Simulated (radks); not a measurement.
The numbers below are computed, except where a source is named.
The mean radii <r> (bohr) of the occupied orbitals of an atom or ion are listed with their occupations. Code: a radial shooting solver on a logarithmic mesh with Libxc functionals. Model: Dirac Kohn-Sham, PBE, spin-unpolarised, spherical densities, point nucleus.

orbital     occ.      <r>
1s1/2          2  0.01631
2s1/2          2  0.06806
2p1/2          2  0.05590
2p3/2          4  0.06470
3s1/2          2   0.1764
3p1/2          2   0.1668
3p3/2          4   0.1825
3d3/2          4   0.1587
3d5/2          6   0.1635
4s1/2          2   0.3729
4p1/2          2   0.3712
4p3/2          4   0.3983
4d3/2          4   0.3919
4d5/2          6   0.3997
4f5/2    1.28571   0.3762
4f7/2    1.71429   0.3795

Name the element and its charge. Open shells, if any, are shared by 2j + 1.

Answer. Z = 81, thallium, charge +32: Tl32+ in [Kr] 4d10 4f3. The 1s radius gives Z: for a bare nucleus <r> = (2 gamma + 1)/(2Z) with gamma = sqrt(1 - (Z/c)^2), 0.01613 bohr for Z = 81, and screening makes it slightly larger (0.01631 here). The occupations add up to 49, and the charge is Z minus that.
